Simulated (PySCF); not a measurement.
System: ammonia borane, sum formula BNH$_{6}$, charge 0, multiplicity 1. 
Coordinates optimised at B3LYP-D3(BJ)/def2-TZVP (Ansatz):
```
N
H 1 1.0159
H 1 1.0159 2 107.95
H 1 1.0159 2 107.95 3 116.46
B 1 1.6582 2 110.95 4 121.77
H 5 1.2082 1 104.94 2 -60.00
H 5 1.2082 6 113.60 1 -114.06
H 5 1.2082 6 113.60 7 -131.88
```

Dispersion corrections to the total energy (kcal/mol) from the dftd3 and dftd4 libraries through PySCF: D3(BJ) without and D4 with the three-body term, each with the damping fitted for the functional named.

```json
[
 {"functional": "BP86", "D3(BJ)": "[?]", "D4": "-2.07"},
 {"functional": "PBE", "D3(BJ)": "-2.15", "D4": "-1.66"},
 {"functional": "BHLYP", "D3(BJ)": "[?]", "D4": "-1.72"},
 {"functional": "r2SCAN", "D3(BJ)": "-0.54", "D4": "-0.39"},
 {"functional": "PBE0", "D3(BJ)": "-1.74", "D4": "[?]"},
 {"functional": "TPSSh", "D3(BJ)": "-2.32", "D4": "-2.04"},
 {"functional": "LC-wPBE", "D3(BJ)": "-1.79", "D4": "-1.82"}
]
```

Question: Some entries are withheld; supply them.

Answer: 
- BP86, D3(BJ): -2.99
- BHLYP, D3(BJ): -2.62
- PBE0, D4: -1.35
